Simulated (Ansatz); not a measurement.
BeH2O2 (SMILES [OH][Be][OH]) moved off its minimum; all values from Ansatz (an electronic-structure program), cores frozen in correlated methods.
(charge 0, multiplicity 1)
```xyz
5

Be    -0.0148     0.0548     0.0224
O      0.8342     0.1178    -1.0783
H      1.7694     0.1181    -1.0058
O     -0.8581    -0.0962     0.9599
H     -1.4870    -0.7094     1.5865
```

Problem. Give the forces (eV/Å), the total energy and the dipole at CCSD(T)/aug-cc-pVTZ.

Solution. 
| atom | Fx | Fy | Fz |
|---|---|---|---|
| Be1 | 3.469 | 0.491 | -3.932 |
| O2 | 0.471 | 0.227 | -1.489 |
| H3 | 0.997 | 0.027 | -0.125 |
| O4 | -7.862 | -3.647 | 8.452 |
| H5 | 2.926 | 2.902 | -2.906 |
Energy -166.2605 hartree, dipole 1.95 D.
